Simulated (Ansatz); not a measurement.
Computed with Ansatz on PBE0-D4/def2-TZVP structures; ΔE is electronic, products minus reactants. CBS: MP2 limit from def2 TZ/QZ plus the TZ coupled-cluster correction, frozen cores. This one scheme is used for every species. Functionals use def2-TZVPP. B3LYP here is the variant with VWN-RPA as its local correlation; programs differ in this. For Br outer-core shells are correlated without core-valence functions, which leaves a few kJ/mol of doubt a bond. Scalar relativity is left out up to krypton. One conformer a species, not always the lowest.

`C=C=C[SiH](C)F` + HBr → `C[SiH](F)Br` + `C=C=C`  (ligand exchange at the Si–C bond)

`C=C=C[SiH](C)F`:

Cartesian coordinates in Å:
```
C -1.804 1.632 0.407
C -1.188 0.890 -0.464
C -0.539 0.131 -1.299
Si 0.878 -0.918 -0.728
C 1.207 -0.708 1.081
F 0.515 -2.454 -1.026
H -1.479 2.647 0.608
H -2.669 1.260 0.945
H -0.835 0.132 -2.348
H 2.080 -0.623 -1.549
H 1.523 0.315 1.297
H 0.311 -0.917 1.670
H 2.001 -1.386 1.404
```

HBr:

Cartesian coordinates in Å:
```
Br -0.261 0.649 0.125
H 0.261 -0.649 -0.125
```

`C[SiH](F)Br`:

Z-matrix (Å, degrees):
```
C
Si 1 1.844
H 1 1.093 2 110.1
H 1 1.092 2 110.3 3 119.8
H 1 1.092 2 110.6 3 -120.2
F 2 1.594 1 109.5 3 60.2
Br 2 2.213 1 110.3 3 178.5
H 2 1.478 1 114.1 3 -60.3
```

`C=C=C`:

Cartesian coordinates in Å:
```
C -0.939 -0.136 -0.888
C 0.000 0.000 0.000
C 0.939 0.137 0.888
H -0.712 -0.457 -1.899
H -1.976 0.066 -0.644
H 1.457 1.081 1.016
H 1.231 -0.690 1.527
```

| species | B3LYP-D4 energy (Eh) |
| --- | --- |
| `C=C=C[SiH](C)F` | -546.16248 |
| HBr | -2574.79010 |
| `C[SiH](F)Br` | -3004.26815 |
| `C=C=C` | -116.71485 |

Work out ΔE.

ΔE = (-3004.26815) + (-116.71485) − (-546.16248) − (-2574.79010) = -0.03042 Eh = -79.9 kJ/mol. CCSD(T)/CBS gives -83.3 kJ/mol.

Largest T1 diagnostic among the species: 0.012.

The D4 term adds +4.7 kJ/mol with B3LYP and +3.1 kJ/mol with PBE0; it sums over pairs of atoms, weighted by their polarisabilities, and B3LYP, whose exchange is more repulsive, gets the larger term. In def2-TZVPP, CCSD(T) changes the Hartree–Fock value by +13.6 kJ/mol (the triples alone add +1.9 kJ/mol) and MP2 by +11.8 kJ/mol.
